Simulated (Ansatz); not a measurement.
`[AlH2][CH2][InH2]` + `[GaH3]` → `[AlH2][CH2][GaH2]` + `[InH3]` at 400 K and 1 bar (formal exchange of groups at a C–In bond).

Computed with Ansatz on PBE0-D4/def2-TZVP structures; ΔE is electronic, products minus reactants. CCSD(T)/CBS adds triple-zeta CCSD(T) − MP2 to the extrapolated MP2 energy (def2 sets, frozen cores). def2 core potentials past Kr. For Ga, In outer-core shells are correlated without core-valence functions, which leaves a few kJ/mol of doubt a bond. Scalar relativity is left out up to krypton.

```json
{"species": "`[AlH2][CH2][InH2]`", "CCSD(T)/CBS energy (Eh)": "-473.44775", "H − E (kJ/mol)": "164.4", "S (J/(mol·K))": "384.1"}
{"species": "`[GaH3]`", "CCSD(T)/CBS energy (Eh)": "-1925.70545", "H − E (kJ/mol)": "64.2", "S (J/(mol·K))": "231.8"}
{"species": "`[AlH2][CH2][GaH2]`", "CCSD(T)/CBS energy (Eh)": "-2207.58950", "H − E (kJ/mol)": "167.9", "S (J/(mol·K))": "370.0"}
{"species": "`[InH3]`", "CCSD(T)/CBS energy (Eh)": "-191.56739", "H − E (kJ/mol)": "59.8", "S (J/(mol·K))": "243.4"}
```

H − E and S are ideal-gas, rigid-rotor, harmonic terms from PBE0-D4/def2-TZVP. 1 Eh = 2625.50 kJ/mol, R = 8.31446 J/(mol·K).

Question: By hand: ΔE, ΔH, ΔS and ΔG.

Answer: ΔE = (-2207.58950) + (-191.56739) − (-473.44775) − (-1925.70545) = -0.00369 Eh = -9.7 kJ/mol. Δ(H − E) = 167.9 + 59.8 − 164.4 − 64.2 = -0.9, so ΔH = -10.6 kJ/mol. ΔS = 370.0 + 243.4 − 384.1 − 231.8 = -2.5 J/(mol·K). ΔG = -10.6 − 400 × (-2.5)/1000 = -9.6 kJ/mol.

Question: By hand: the equilibrium constant, and the temperature at which ΔG would vanish if ΔH and ΔS stayed fixed.

Answer: log₁₀ K = −ΔG/(RT ln 10) = 1.3. ΔG = 0 at ΔH/ΔS = 4240 K, far beyond where these terms or the molecules hold.

The number of gas molecules stays the same, so ΔS is small and ΔH decides. A doubt of 5 kJ/mol in ΔE shifts log₁₀ K by 0.7 here. These are equilibria of isolated gas molecules and say nothing of rates. Largest T1 diagnostic: 0.014 (customary marks: 0.02 for closed shells, 0.045 for open ones).
